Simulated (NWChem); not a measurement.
System: CH6FNSi; SMILES [SiH2](N)CF

The following NWChem deck was run.

```
start job
memory heap 200 mb stack 900 mb global 1100 mb
geometry units angstroms noautosym nocenter noautoz
  N      0.399674    -2.056832     0.000000
  Si    -0.444258    -0.542553     0.000000
  C      0.644259     1.030259     0.000000
  F     -0.221802     2.137958     0.000000
  H      0.851640    -2.404899    -0.835826
  H      0.851640    -2.404899     0.835826
  H     -1.285324    -0.484143     1.223307
  H     -1.285324    -0.484143    -1.223307
  H      1.291532     1.099825    -0.885501
  H      1.291532     1.099825     0.885501
end
basis spherical
  * library 6-31g*
end
dft
  xc b3lyp
  iterations 150
end
property
  shielding 7 1 2 3 4 5 7 9
end
task dft property
```

All runs use the structure optimised with B3LYP/6-31G* (spherical d). B3LYP is NWChem's, with the RPA form of VWN correlation.

GIAO values for the isolated, static molecule; σ is the absolute isotropic shielding, δ = σ(reference) − σ with the isolated reference molecule computed at the same levels (13C: tetramethylsilane, 19F: trichlorofluoromethane, 1H: tetramethylsilane, 15N: ammonia, 29Si: tetramethylsilane).

Atoms are numbered as in the input.

Predict the main results of this run. (B3LYP/6-31G* (spherical d), GIAO.) Quantities: δ N1 (ppm); δ Si2 (ppm); δ C3 (ppm); δ F4 (ppm); δ H5 (ppm); δ H7 (ppm); δ H9 (ppm).

The δ N1 (ppm) comes out as -0.4. The δ Si2 (ppm) comes out as -20.0. The δ C3 (ppm) is 73.2. The δ F4 (ppm) is -292.9, the δ H5 (ppm) comes out as -0.32 and the δ H7 (ppm) is 4.84. The δ H9 (ppm) is 4.15.
